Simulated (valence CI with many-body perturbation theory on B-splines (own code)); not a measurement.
Level structure of Ag XXXV

Calculated by configuration interaction combined with many-body perturbation theory (CI+MBPT): three valence electrons over a frozen Dirac-Fock core [Ne], a basis of 11 s, 11 p, 10 d, 8 f, 5 g, 2 h functions for each j, with the one-electron correlation potential Σ1 (screened to all orders), the two-electron term Σ2, the three-electron term Σ3, Breit, model QED; selected single and double excitations, second order for the rest, scaled by the run's own slope (own B-spline code, finite nucleus).

No measured spectrum was set against this ion. As an estimate, large intervals hold to a few tenths of a per cent, small ones and those within an open d or f shell to about a per cent.

Levels 46 to 90 of 154, with energies above the lowest level, (3s^2 3p1/2) J=1/2. "Leading %" is the weight of the configuration and term that name the level; weights of strongly mixed levels are sums over their largest components and can fall short, so below about 35 % the name and the second component can differ from the true leading terms, or belong to a minority configuration. In the jj column 3d3/2^4 stands for four electrons in 3d with j = 3/2. Lifetimes count E1, E2, E3, M1 and M2 decay at the calculated energies, and are blank where another channel may lead or the interval is too uncertain; long ones can be off by a factor of two.

```csv
No.,Configuration,Term,J,E (eV),Leading %,g,Lifetime,Leading jj
46,3p2 3d,4D,1/2,371.65,82,0.149,7.96 ps,3p1/2 3p3/2 3d3/2 (98 %)
47,3p2 3d,4F,7/2,378.06,45,1.287,10.7 ps,3p1/2 3p3/2 3d5/2 (96 %)
48,3p2 3d,2G,9/2,383.05,50,1.207,15.7 ps,3p1/2 3p3/2 3d5/2 (93 %)
49,3p2 3d,4D,3/2,383.30,36,1.120,6.30 ps,3p1/2 3p3/2 3d5/2 (67 %)
50,3p2 3d,4P,5/2,383.61,35,1.252,5.70 ps,3p1/2 3p3/2 3d5/2 (59 %)
51,3p2 3d,4P,3/2,387.58,44,1.403,4.52 ps,3p1/2 3p3/2 3d3/2 (62 %)
52,3p2 3d,2D,5/2,388.29,50,1.274,5.77 ps,3p1/2 3p3/2 3d5/2 (65 %)
53,3p2 3d,4P,1/2,389.11,42,1.795,4.28 ps,3p1/2 3p3/2 3d3/2 (85 %)
54,3p2 3d,2G,7/2,392.96,47,1.022,10.8 ps,3p1/2 3p3/2 3d5/2 (62 %)
55,3p2 3d,2F,5/2,401.96,48,1.048,4.54 ps,3p1/2 3p3/2 3d5/2 (50 %)
56,3p2 3d,2P,1/2,402.77,60,1.046,6.50 ps,3p1/2 3p3/2 3d5/2 (85 %)
57,3p2 3d,2D,3/2,403.18,57,0.876,6.71 ps,3p1/2 3p3/2 3d5/2 (74 %)
58,3s 3d2,4F,3/2,408.73,85,0.488,3.82 ps,3s 3d3/2^2 (76 %)
59,3s 3d2,4F,5/2,411.01,76,1.077,3.89 ps,3s 3d3/2^2 (59 %)
60,3p2 3d,4D,7/2,414.83,37,1.277,5.89 ps,3p3/2^2 3d5/2 (43 %)
61,3p2 3d,2P,1/2,415.83,39,1.133,4.27 ps,3p3/2^2 3d3/2 (55 %)
62,3s 3d2,4F,7/2,417.60,74,1.242,6.34 ps,3s 3d3/2 3d5/2 (54 %)
63,3s 3d2,4F,5/2,417.66,22,1.198,4.45 ps,3s 3d3/2 3d5/2 (44 %)
64,3p2 3d,4P,3/2,418.11,32,1.162,4.05 ps,3p3/2^2 3d3/2 (68 %)
65,3p2 3d,4F,9/2,418.55,35,1.238,8.11 ps,3p3/2^2 3d5/2 (51 %)
66,3s 3d2,4P,1/2,421.94,90,2.550,3.63 ps,3s 3d3/2^2 (56 %)
67,3s 3d2,4F,9/2,423.23,74,1.301,6.63 ps,3s 3d5/2^2 (70 %)
68,3s 3d2,4P,3/2,425.36,96,1.713,4.12 ps,3s 3d3/2 3d5/2 (94 %)
69,3s 3d2,4P,5/2,426.98,77,1.494,3.96 ps,3s 3d3/2 3d5/2 (68 %)
70,3p2 3d,2F,7/2,428.05,55,1.057,5.09 ps,3s 3d3/2 3d5/2 (36 %)
71,3p2 3d,2P,3/2,432.54,30,1.136,4.84 ps,3p3/2^2 3d5/2 (42 %)
72,3p2 3d,2S,1/2,434.59,37,1.910,4.48 ps,3p3/2^2 3d5/2 (57 %)
73,3s 3d2,2D,5/2,436.68,34,1.213,5.01 ps,3s 3d5/2^2 (56 %)
74,3s 3d2,2D,3/2,439.18,65,0.867,3.76 ps,3s 3d5/2^2 (43 %)
75,3s 3d2,2F,5/2,441.14,35,1.085,2.99 ps,3p3/2^2 3d5/2 (27 %)
76,3s 3d2,2G,7/2,443.00,57,0.944,4.37 ps,3s 3d3/2 3d5/2 (42 %)
77,3s 3d2,2G,9/2,443.16,68,1.126,5.33 ps,3s 3d3/2 3d5/2 (45 %)
78,3p2 3d,2D,5/2,448.45,63,1.197,4.99 ps,3p3/2^2 3d5/2 (72 %)
79,3p2 3d,2D,3/2,451.08,80,0.868,2.98 ps,3p3/2^2 3d3/2 (66 %)
80,3s 3d2,2F,7/2,455.97,64,1.144,3.33 ps,3s 3d5/2^2 (49 %)
81,3s 3d2,2P,1/2,456.62,46,1.063,2.30 ps,3s 3d3/2 3d5/2 (38 %)
82,3p2 3d,2F,5/2,461.51,40,1.019,2.91 ps,3p3/2^2 3d5/2 (58 %)
83,3s 3d2,2S,1/2,465.95,60,1.657,3.26 ps,3s 3d5/2^2 (67 %)
84,3s 3d2,2P,3/2,468.06,43,1.281,2.62 ps,3p3/2^2 3d5/2 (41 %)
85,3p 3d2,4G°,5/2,483.97,68,0.678,16.9 ps,3p1/2 3d3/2^2 (94 %)
86,3p 3d2,4G°,7/2,496.20,74,1.007,16.3 ps,3p1/2 3d3/2 3d5/2 (93 %)
87,3p 3d2,2D°,5/2,500.34,30,1.067,10.9 ps,3p1/2 3d3/2 3d5/2 (93 %)
88,3p 3d2,2D°,3/2,502.14,36,0.784,6.15 ps,3p1/2 3d3/2 3d5/2 (66 %)
89,3p 3d2,4D°,1/2,504.46,62,0.544,5.92 ps,3p1/2 3d3/2^2 (85 %)
90,3p 3d2,4G°,9/2,505.39,37,1.117,12.8 ps,3p1/2 3d3/2 3d5/2 (75 %)
```
